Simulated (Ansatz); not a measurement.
A geometry optimisation of C3H3AlO with BLYP-D3(BJ)/def2-SVP

The starting geometry of this gas-phase triplet was optimised with GFN2-xTB as a singlet.

```json
{"atom": "C", "x (Å)": "-2.0342", "y (Å)": "-0.6092", "z (Å)": "-1.1206"}
{"atom": "C", "x (Å)": "-1.9020", "y (Å)": "-1.8283", "z (Å)": "-0.4410"}
{"atom": "C", "x (Å)": "-2.0700", "y (Å)": "-0.6760", "z (Å)": "-2.4989"}
{"atom": "Al", "x (Å)": "-1.1143", "y (Å)": "-2.9065", "z (Å)": "-1.9207"}
{"atom": "O", "x (Å)": "-1.8874", "y (Å)": "-1.8451", "z (Å)": "-3.0842"}
{"atom": "H", "x (Å)": "-2.0974", "y (Å)": "0.3570", "z (Å)": "-0.6379"}
{"atom": "H", "x (Å)": "-1.5784", "y (Å)": "-1.7367", "z (Å)": "0.5979"}
{"atom": "H", "x (Å)": "-2.0357", "y (Å)": "0.2022", "z (Å)": "-3.1348"}
```

Task: Predict what becomes of its bonds when it is optimised with BLYP-D3(BJ)/def2-SVP.

Result: It keeps its bonds.

The energy falls by 0.68 eV over 9 steps:

| step | E − E(last) (eV) |
| --- | --- |
| 1 | 0.681 |
| 2 | 0.120 |
| 3 | 0.082 |
| 4 | 0.011 |
| 5 | 0.002 |
| 6 | 0.000 |
| 7 | 0.000 |
| 8 | 0.000 |
| 9 | 0.000 |

Final geometry (Å):

```json
{"atom": "C", "x (Å)": "-1.9727", "y (Å)": "-0.5833", "z (Å)": "-1.1176"}
{"atom": "C", "x (Å)": "-1.6617", "y (Å)": "-1.7657", "z (Å)": "-0.4296"}
{"atom": "C", "x (Å)": "-1.9811", "y (Å)": "-0.6352", "z (Å)": "-2.5403"}
{"atom": "Al", "x (Å)": "-1.3515", "y (Å)": "-3.0715", "z (Å)": "-1.8667"}
{"atom": "O", "x (Å)": "-1.6979", "y (Å)": "-1.7855", "z (Å)": "-3.1519"}
{"atom": "H", "x (Å)": "-2.2076", "y (Å)": "0.3705", "z (Å)": "-0.6148"}
{"atom": "H", "x (Å)": "-1.6359", "y (Å)": "-1.8017", "z (Å)": "0.6683"}
{"atom": "H", "x (Å)": "-2.2109", "y (Å)": "0.2298", "z (Å)": "-3.1875"}
```

No frequencies were run, so the end isn't proven a minimum. Open shells are spin-unrestricted. The triplet needn't be the ground state. Run with Ansatz 0.2.0, 85 s on 1 thread of Intel(R) Xeon(R) Processor @ 2.50GHz (Skylake/Cascade Lake) (shared host).
